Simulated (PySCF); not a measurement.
**Hg⁶⁶⁺: ionisation energy**

Hg⁶⁶⁺ [Ne] 3s2 3p2 [3p1/2^2, M_J = 0] → Hg⁶⁷⁺ [Ne] 3s2 3p1 [3p1/2^1, M_J = 1/2], as a difference of total energies. All numbers are calculated (PySCF 2.14, the two-component X2C-1e Hamiltonian, in an even-tempered Gaussian basis (17 s from 23 bohr⁻², ratio 2.4; 14 p from 29 bohr⁻², ratio 2.4; 4 d from 98 bohr⁻², ratio 2.6; 4 f from 150 bohr⁻², ratio 2.6)). Correlated levels: 1s2 frozen; the 46 highest virtual spinors dropped. "Screened" scales the spin-orbit matrix elements by Boettger's factors to mimic the two-electron term; Breit and QED terms are absent.

```
                    method  ionisation energy (eV)
           GHF (spin-free)                  7653.1
          GMP2 (spin-free)                  7654.0
 GHF (screened spin-orbit)                  8014.7
GMP2 (screened spin-orbit)                  8016.5
```

Breit and QED terms and the two-electron picture change are absent.

The spin-free rows relax to the high-spin LS determinant and lack the spin-orbit shift.

The labels give the starting determinants; with spin-orbit coupling the two ends relaxed to ⟨J²⟩ = 0.00, ⟨L²⟩ = 1.36, ⟨S²⟩ = 1.36 and ⟨J²⟩ = 0.75, ⟨L²⟩ = 2.04, ⟨S²⟩ = 0.79.

For comparison: 8010 ± 40 eV (theoretical estimate listed by NIST; NIST Atomic Spectra Database, ionization energies).
